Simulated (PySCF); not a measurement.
Highest harmonic wavenumber (cm⁻¹) of eight silicon and germanium compounds: PBE-D3(BJ) beside PBE0-D3(BJ), computed with PySCF for isolated molecules in the bases named; differences from unrounded values. The eight are the first of their class met in an unordered collection, after screening for sound electronic states; none was chosen by its value. Each level has its own optimised geometry.

```csv
molecule,basis,PBE0-D3(BJ),PBE-D3(BJ),difference
"C3H7FOSi, SMILES C(C[SiH2]CF)=O",def2-SVP,3156,3067,-89
"CH11ClSi4, SMILES [SiH3][SiH]([SiH3])C[SiH2]Cl",def2-SVP,3137,3050,-86
"Si(Cl)(Br)(Me)(OH) (CH4BrClOSi), SMILES C[Si](O)(Cl)Br",def2-SVP,3926,3758,-167
"C3H6OSi2, SMILES [SiH2]1C=C[Si@@H]1C=O",def2-SVP,3170,[?],[?]
"CH5F3Si2, SMILES C[Si@H](F)[SiH](F)F",def2-SVP,3172,[?],[?]
"C2H3Cl2FSi, SMILES [SiH2](Cl)/C(=C\Cl)F",def2-SVP,3230,3132,-98
"C₃H₆FNSi, SMILES F[C@H]1C[SiH2]C=N1",def2-SVP,3174,3086,-88
"C₂H₉NSi₃, SMILES [SiH3]C1=N[SiH2][SiH2]C1",def2-SVP,3113,[?],[?]
```

Q: Fill in the missing entries. (An estimate is asked for; the answer gives what the named calculation found.)

A: 
- C3H6OSi2, SMILES [SiH2]1C=C[Si@@H]1C=O, PBE-D3(BJ): 3073
- C3H6OSi2, SMILES [SiH2]1C=C[Si@@H]1C=O, difference: -97
- C₂H₉NSi₃, SMILES [SiH3]C1=N[SiH2][SiH2]C1, PBE-D3(BJ): 3020
- C₂H₉NSi₃, SMILES [SiH3]C1=N[SiH2][SiH2]C1, difference: -93
- CH5F3Si2, SMILES C[Si@H](F)[SiH](F)F, PBE-D3(BJ): 3085
- CH5F3Si2, SMILES C[Si@H](F)[SiH](F)F, difference: -87

PBE-D3(BJ) lies below PBE0-D3(BJ) in 8 and above it in 0 of the eight; the mean signed difference is -101 and the largest -167 cm⁻¹.
